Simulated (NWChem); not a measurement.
## Atomisation of H₃BrGe

```xyz
5

Ge     1.1452     0.0308     0.0000
Br    -1.1851    -0.0318     0.0000
H      1.5914     0.7806     1.2776
H      1.5914     0.7806    -1.2776
H      1.6508    -1.4315     0.0000
```
Charge 0, spin multiplicity 1.

Everything below was run with NWChem. The geometry was optimised at PBE/def2-SVP, a minimum by its harmonic frequencies.

Basis set: def2-TZVP. The atomisation energy is electronic alone: no zero-point, thermal, spin-orbit or counterpoise terms. No value is extrapolated to the basis-set limit. Free atoms are single determinants with multiplicities Ge 3, Br 2, H 2. Correlated methods freeze the same cores in atoms and molecule, 18 orbitals in all.

The Hamiltonian is non-relativistic. The structure started from a generated list of species. The stability of the SCF solutions was not checked. Open-shell Hartree-Fock references start from PBE0 orbitals.

Question: One of these methods gave an atomisation energy of 282.3 kcal/mol. Which?
A) MP2
B) PBE0
C) HF
D) r2SCAN

Answer: A, MP2. The others give 288.5 (PBE0), 295.3 (r2SCAN), 219.1 (HF).
